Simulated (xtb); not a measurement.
Input file for xtb: GFN2-xTB on FHOTe (SMILES O[Te]F), a point of a torsion scan.

```
$ xtb mol.xyz --gfn 2 --opt vtight --chrg 0 --uhf 0 --input xcontrol
4

O     -1.18872959     0.21868812     0.32223342
Te     0.64635091     0.88669078    -0.17180733
F      0.68810379     1.47282196    -2.08430788
H     -1.46677546    -0.54881663    -0.22909710
$constrain
  force constant=1.0
  dihedral: 4,1,2,3,60.0
$end
```

The log:

```
[...]
           -------------------------------------------------
          |                Calculation Setup                |
           -------------------------------------------------



           -------------------------------------------------
          |                 G F N 2 - x T B                 |
           -------------------------------------------------

        Reference                      10.1021/acs.jctc.8b01176
      * Hamiltonian:
        H0-scaling (s, p, d)           1.850000    2.230000    2.230000
        zeta-weighting                 0.500000
      * Dispersion:
        s8                             2.700000
        a1                             0.520000
        a2                             5.000000
        s9                             5.000000
      * Repulsion:
        kExp                           1.500000    1.000000
        rExp                           1.000000
      * Coulomb:
        alpha                          2.000000
        third order                    shell-resolved
        anisotropic                    true
        a3                             3.000000
        a5                             4.000000
        cn-shift                       1.200000
        cn-exp                         4.000000
        max-rad                        5.000000


          ...................................................
          :                      SETUP                      :
          :.................................................:
          :  # basis functions                  19          :
          :  # atomic orbitals                  18          :
          :  # shells                            8          :
          :  # electrons                        20          :
          :  max. iterations                   250          :
          :  Hamiltonian                  GFN2-xTB          :
          :  restarted?                      false          :
          :  GBSA solvation                  false          :
          :  PC potential                    false          :
          :  electronic temp.          300.0000000     K    :
          :  accuracy                    1.0000000          :
          :  -> integral cutoff          0.2500000E+02      :
          :  -> integral neglect         0.1000000E-07      :
          :  -> SCF convergence          0.1000000E-05 Eh   :
          :  -> wf. convergence          0.1000000E-03 e    :
          :  Broyden damping             0.4000000          :
          :  net charge                          0          :
          :  unpaired electrons                  0          :
          ...................................................

 iter      E             dE          RMSdq      gap      omega  full diag
   1    -12.2737196 -0.122737E+02  0.790E+00    3.11       0.0  T
   2    -12.2317810  0.419386E-01  0.198E+01    2.57       1.0  T
   3    -12.2665642 -0.347832E-01  0.183E+01    2.62       1.0  T
   4    -12.1408896  0.125675E+00  0.131E+01    3.26       1.0  T
   5    -12.4018435 -0.260954E+00  0.314E+00    3.22       1.0  T
   6    -12.4174976 -0.156541E-01  0.651E-01    3.12       1.0  T
   7    -12.4175042 -0.655333E-05  0.223E-01    3.13       1.0  T
   8    -12.4174917  0.125002E-04  0.126E-01    3.14       1.0  T
   9    -12.4175187 -0.269819E-04  0.799E-02    3.13       1.0  T
  10    -12.4175333 -0.146376E-04  0.244E-02    3.13       2.1  T
  11    -12.4175344 -0.110256E-05  0.129E-02    3.13       3.9  T
  12    -12.4175347 -0.329267E-06  0.527E-03    3.13       9.5  T
  13    -12.4175348 -0.599684E-07  0.757E-04    3.13      66.1  T
  14    -12.4175348 -0.945754E-09  0.344E-04    3.13     145.5  T

   *** convergence criteria satisfied after 14 iterations ***

         #    Occupation            Energy/Eh            Energy/eV
      -------------------------------------------------------------
         1        2.0000           -0.8926585             -24.2905
       ...           ...                  ...                  ...
         4        2.0000           -0.5968365             -16.2407
         5        2.0000           -0.5421421             -14.7524
         6        2.0000           -0.5298555             -14.4181
         7        2.0000           -0.5138807             -13.9834
         8        2.0000           -0.5014444             -13.6450
         9        2.0000           -0.4992434             -13.5851
        10        2.0000           -0.4116206             -11.2008 (HOMO)
        11                         -0.2965622              -8.0699 (LUMO)
        12                         -0.2646084              -7.2004
        13                         -0.0493252              -1.3422
        14                         -0.0103901              -0.2827
        15                         -0.0082874              -0.2255
       ...                                ...                  ...
        18                          0.5411214              14.7247
      -------------------
[...]
   Energy/Eh            Energy/eV
      -------------------------------------------------------------
         1        2.0000           -0.8908917             -24.2424
       ...           ...                  ...                  ...
         4        2.0000           -0.5974714             -16.2580
         5        2.0000           -0.5399554             -14.6929
         6        2.0000           -0.5338813             -14.5277
         7        2.0000           -0.5119647             -13.9313
         8        2.0000           -0.5013456             -13.6423
         9        2.0000           -0.4969932             -13.5239
        10        2.0000           -0.4060013             -11.0479 (HOMO)
        11                         -0.2897863              -7.8855 (LUMO)
        12                         -0.2376983              -6.4681
        13                         -0.0382282              -1.0402
        14                         -0.0087982              -0.2394
        15                          0.0515765               1.4035
       ...                                ...                  ...
        18                          0.5932098              16.1421
      -------------------------------------------------------------
                  HL-Gap            0.1162150 Eh            3.1624 eV
             Fermi-level           -0.3478938 Eh           -9.4667 eV

 SCC (total)                   0 d,  0 h,  0 min,  0.001 sec
 SCC setup                      ...        0 min,  0.000 sec (  3.948%)
 Dispersion                     ...        0 min,  0.000 sec (  0.788%)
 classical contributions        ...        0 min,  0.000 sec (  0.358%)
 integral evaluation            ...        0 min,  0.000 sec ( 27.744%)
 iterations                     ...        0 min,  0.000 sec ( 22.153%)
 molecular gradient             ...        0 min,  0.000 sec ( 40.116%)
 printout                       ...        0 min,  0.000 sec (  4.369%)

         :::::::::::::::::::::::::::::::::::::::::::::::::::::
         ::                     SUMMARY                     ::
         :::::::::::::::::::::::::::::::::::::::::::::::::::::
         :: total energy             -12.409081711665 Eh    ::
         :: gradient norm              0.000073011107 Eh/a0 ::
         :: HOMO-LUMO gap              3.162370044844 eV    ::
         ::.................................................::
         :: SCC energy               -12.429256721513 Eh    ::
         :: -> isotropic ES            0.035513554017 Eh    ::
         :: -> anisotropic ES         -0.001442643119 Eh    ::
         :: -> anisotropic XC         -0.004745885985 Eh    ::
         :: -> dispersion             -0.001500903398 Eh    ::
         :: repulsion energy           0.020169641371 Eh    ::
         :: add. restraining           0.000005368477 Eh    ::
         :: total charge              -0.000000000000 e     ::
         :::::::::::::::::::::::::::::::::::::::::::::::::::::

           -------------------------------------------------
          |                Property Printout                |
           -------------------------------------------------

    * Orbital Energies and Occupations

         #    Occupation            Energy/Eh            Energy/eV
      -------------------------------------------------------------
         1        2.0000           -0.8908917             -24.2424
         2        2.0000           -0.7964509             -21.6725
         3        2.0000           -0.7111392             -19.3511
         4        2.0000           -0.5974714             -16.2580
         5        2.0000           -0.5399554             -14.6929
         6        2.0000           -0.5338813             -14.5277
         7        2.0000           -0.5119647             -13.9313
         8        2.0000           -0.5013456             -13.6423
         9        2.0000           -0.4969932             -13.5239
        10        2.0000           -0.4060013             -11.0479 (HOMO)
        11                         -0.2897863              -7.8855 (LUMO)
        12                         -0.2376983              -6.4681
        13                         -0.0382282              -1.0402
        14                         -0.0087982              -0.2394
        15                          0.0515765               1.4035
        16                          0.1096805               2.9846
        17                          0.1664067               4.5282
        18                          0.5932098              16.1421
      -------------------------------------------------------------
                  HL-Gap            0.1162150 Eh            3.1624 eV
             Fermi-level           -0.3478938 Eh           -9.4667 eV

     #   Z          covCN         q      C6AA      α(0)
     1   8 O        1.593    -0.384    20.581     6.122
     2  52 Te       1.529     0.267   402.282    37.142
     3   9 F        0.718    -0.221    11.464     3.998
     4   1 H        0.828     0.338     0.614     1.229

 Mol. C6AA /au·bohr⁶  :        807.961395
 Mol. C8AA /au·bohr⁸  :      56391.212265
 Mol. α(0) /au        :         48.492131


Wiberg/Mayer (AO) data.
largest (>0.10) Wiberg bond orders for each atom

 ---------------------------------------------------------------------------
     #   Z sym  total        # sym  WBO       # sym  WBO       # sym  WBO
 ---------------------------------------------------------------------------
     1   8 O    2.228 --     2 Te   1.304     4 H    0.870
     2  52 Te   2.492 --     1 O    1.304     3 F    1.174
     3   9 F    1.229 --     2 Te   1.174
     4   1 H    0.886 --     1 O    0.870
 ---------------------------------------------------------------------------
Note: The following floating-point exceptions are signalling: IEEE_DENORMAL
normal termination of xtb

Topologies differ in total number of bonds
Writing topology from bond orders to xtbtopo.mol

molecular dipole:
                 x           y           z       tot (Debye)
 q only:        0.146      -0.604       0.407
   full:        0.375      -0.724       0.660       2.667
molecular quadrupole (traceless):
                xx          xy          yy          xz          yz          zz
 q only:        2.449       1.961       0.538       2.363       3.155      -2.987
  q+dip:        2.662       2.432       1.023       3.407       4.434      -3.685
   full:        3.463       3.670      -0.399       3.545       3.712      -3.064

           -------------------------------------------------
          |                Geometry Summary                 |
           -------------------------------------------------

      molecular mass/u    :      163.6088753
   center of mass at/Å    :        0.4886079       0.8512438      -0.2336486
  moments of inertia/u·Å² :        0.5322715E+02   0.7386177E+02   0.1259703E+03
rotational constants/cm⁻¹ :        0.3167111E+00   0.2282322E+00   0.1338223E+00

 * 2 selected distances

     #   Z          #   Z                                           value/Å
     1   8 O        2  52 Te                                      1.9433672 (max)
     1   8 O        4   1 H                                       0.9605022 (min)

 * 2 distinct bonds (by element types)

   Z      Z             #   av. dist./Å        max./Å        min./Å
   1 H    8 O           1     0.9605022     0.9605022     0.9605022
   8 O   52 Te          1     1.9433672     1.9433672     1.9433672


optimized geometry written to: xtbopt.xyz


           -------------------------------------------------
          | TOTAL ENERGY              -12.409081711665 Eh   |
          | GRADIENT NORM               0.000073011107 Eh/α |
          | HOMO-LUMO GAP               3.162370044844 eV   |
           -------------------------------------------------

------------------------------------------------------------------------
------------------------------------------------------------------------
 total:
 SCF:
 ANC optimizer:
```

The run finished.

Warnings raised: the energy holds the restraint's term.

Cost: very roughly 0.04 core-seconds.
